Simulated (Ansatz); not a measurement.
An input meant for the cluster PdS3⁻ (charge -1, doublet; atoms displaced at random, 0.08 Å in each coordinate).

```yaml
crystal:
  periodic: [false, false, false]
  atoms:
    - {symbol: Pd, position_ang: [-0.316658, -0.139566, 0.100005]}
    - {symbol: S, position_ang: [1.105440, 0.540992, 0.584141]}
    - {symbol: S, position_ang: [0.749856, 0.446125, -0.659326]}
    - {symbol: S, position_ang: [-1.419297, -0.712148, -0.011071]}
basis:
  gaussian: {orbitals: ANO-RCC-VTZP, final_grid: {core_spheres: 20, valence_spheres: 16, degree: 47}}
total_charge: -1
magnetization: {spin_polarized: true, initial_magnetization: 1}
hamiltonian: {xc: {name: r2SCAN}}
scf: {omitted_lower_state_checks: [starts]}
```

```sh
$ ansatz run in.yaml --threads 4 --pin off --events-out ev --progress --plain --max-ram 3916MiB
```

Output, abridged:

```
Functional definition: r2SCAN
1587 factors; their error is unknown
mean field evaluation 1: about -169794.7167 eV, gradient 3.7e1 eV
mean field evaluation 2: about -169755.7026 eV, gradient 8.7e1 eV
mean field evaluation 4: about -169800.2222 eV, gradient 5.8e0 eV
mean field evaluation 8: about -169800.3944 eV, gradient 3.4e0 eV
mean field evaluation 16: about -169800.3993 eV, gradient 5.2e-1 eV
mean field evaluation 32: about -169800.4012 eV, gradient 4.4e-6 eV
mean field -169800.40119960 eV, -6240.0496492396 hartree, gradient 4.4e-6 eV, S^2 0.754457; 0 other end points of the search recorded, 0 dependent functions left out
reference -169800.40123281 eV, -6240.0496504599 hartree; 48, 47 occupied and 122, 123 virtual orbitals, 1587 factors
Total energy: -169800.40123281 eV, -6240.0496504599 hartree
Relativity: scalar
Checks for a lower state left out: starts
```

In this input the geometry is squeezed to about two thirds of its size. The calculation finished and met its thresholds. The result belongs to that input, not to the species as meant.

DK, ANO-RCC and x2c sets are all-electron and run with scalar relativity unless a key says otherwise. The highest occupied level of an anion often lies above zero with these methods, and sets without diffuse functions describe the outer electron poorly.
